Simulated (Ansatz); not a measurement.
Consider the substitution at a C–Si bond: `C[SiH2]P` + `[OH][Al]([SH])[SH]` → `C[O][Al]([SH])[SH]` + `[SiH3]P`.

Isolated molecules relaxed with PBE0-D4/def2-TZVP in Ansatz; ΔE leaves out vibrations. CCSD(T)/CBS adds triple-zeta CCSD(T) − MP2 to the extrapolated MP2 energy (def2 sets, frozen cores). This one scheme is used for every species. Functionals use def2-TZVPP. B3LYP here is the variant with VWN-RPA as its local correlation; programs differ in this. Each species was taken in one conformer, which may not be the lowest.

CCSD(T)/CBS gives +24.3 kcal/mol.

Q: Another level gave +23.0 kcal/mol. Which?
A. SCS-MP2/def2-TZVPP
B. MP2/def2-TZVPP
C. B3LYP-D4/def2-TZVPP
D. HF/def2-TZVPP

A: A. SCS-MP2/def2-TZVPP 23.0, B3LYP-D4 21.9, MP2/def2-TZVPP 25.0, HF/def2-TZVPP 19.6 kcal/mol.

Largest T1 diagnostic among the species: 0.013.

In def2-TZVPP, CCSD(T) changes the Hartree–Fock value by +3.5 kcal/mol (the triples alone add +0.3 kcal/mol) and MP2 by +5.4 kcal/mol.
